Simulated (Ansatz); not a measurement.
H₆SbSi₂, SMILES `[SiH3][Sb][SiH3]` radical, relaxed with UKS PBE0-D4/def2-TZVP in Ansatz from a PBE-D4/def2-SVP geometry. The force threshold is 0.005 eV/Å; the program also tests the step.

The species carries charge 0 and has multiplicity 2. Sb takes the def2 core potential.

Start:

```xyz
9

Si   -1.468   -1.005   -0.291
Sb   -0.086   -0.497    1.847
Si    1.464    0.982    0.379
H    -2.014    0.268   -0.887
H    -2.623   -1.914    0.040
H    -0.610   -1.679   -1.331
H     2.549    1.596    1.224
H     0.679    2.090   -0.275
H     2.109    0.159   -0.707
```

Q: How much energy does the relaxation release, and in how many steps? (Estimate.)

A: The calculation gave: 0.66 kcal/mol, in 5 steps.

Q: Which bonds change most? (An estimate is asked.)

A: Ansatz gave: Si1–Sb2 from 2.596 to 2.565 Å; Sb2–Si3 from 2.596 to 2.565 Å; Si3–H9 from 1.508 to 1.488 Å; Si1–H6 from 1.508 to 1.488 Å.

Q: Give the relaxed structure. (An estimate is asked.)

A: Ansatz gave: 
```xyz
9

Si   -1.455   -0.995   -0.291
Sb   -0.087   -0.485    1.818
Si    1.451    0.973    0.373
H    -1.997    0.263   -0.874
H    -2.590   -1.895    0.041
H    -0.602   -1.660   -1.314
H     2.521    1.574    1.212
H     0.674    2.069   -0.268
H     2.085    0.156   -0.697
```
